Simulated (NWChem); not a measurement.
Species: CAuFO; SMILES [Au](<-[C-]#[O+])[F]

```xyz
4

Au     0.0000    -0.1909     0.0000
F      0.0000    -2.1040     0.0000
O      0.0000     2.8028     0.0000
C      0.0000     1.6697     0.0000
```
Atoms are numbered in this order, from 1.

Level: PBE0/def2-SVP with def2 effective core potentials on Au (NWChem), optimised geometry, unscaled harmonic frequencies. def2 effective core potentials on Au; no spin-orbit coupling.

Task: List the harmonic frequencies with IR intensities, and the thermochemistry.

Result: 
```json
[
 {"frequency (cm⁻¹)": "119", "IR intensity (km/mol)": "5.1"},
 {"frequency (cm⁻¹)": "476", "IR intensity (km/mol)": "3.0"},
 {"frequency (cm⁻¹)": "476", "IR intensity (km/mol)": "3.0"},
 {"frequency (cm⁻¹)": "498", "IR intensity (km/mol)": "25.6"},
 {"frequency (cm⁻¹)": "637", "IR intensity (km/mol)": "56.5"},
 {"frequency (cm⁻¹)": "2266", "IR intensity (km/mol)": "557.2"}
]
```

```
Item                                                                                Value
-----------------------------------------------------------------------  ----------------
zero-point energy                                                            6.6 kcal/mol
thermal correction to the enthalpy at 298.15 K (with zero-point energy)     10.3 kcal/mol
heat capacity Cv                                                         14.6 cal/(mol K)
entropy at 298.15 K and 1 atm (symmetry number 1)                        54.9 cal/(mol K)
```

Rigid rotor and harmonic oscillator.
